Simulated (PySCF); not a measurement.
F₃H₂NTi, multiplicity 1. Atoms are numbered in the order given.

```xyz
7

Ti     0.0461     0.0235     0.0000
F      0.4732     0.8686    -1.4764
F      0.4732     0.8686     1.4764
F      0.8677    -1.5366     0.0000
N     -1.7993    -0.2328     0.0000
H     -2.3727    -0.3466    -0.8436
H     -2.3727    -0.3466     0.8436
```
Charge 0, spin multiplicity 1.

Geometry optimised at PBE-D3(BJ)/def2-SVP. The multiplicity is an assumed one; no other spin state was optimised. The structure was generated by enumeration; whether it is a known compound was not checked. One conformer was computed; it need not be the lowest.

Calculation: r2SCAN/def2-TZVP (PySCF).

The molecule is in vacuum.

Computed frontier levels, gap, dipole moment and polarisability:
- highest occupied level = -7.38 eV
- lowest empty level = -3.48 eV
- orbital gap = 3.90 eV
- dipole moment = 2.87 D
- quadrupole, principal values (traceless, Buckingham form, about the centre of nuclear charge) = -6.94, -2.29, 9.23 D·Å
- mean static polarisability = 40.4 bohr³ (5.99 Å³)
- polarisability, principal values = 35.4, 37.7, 48.1 bohr³
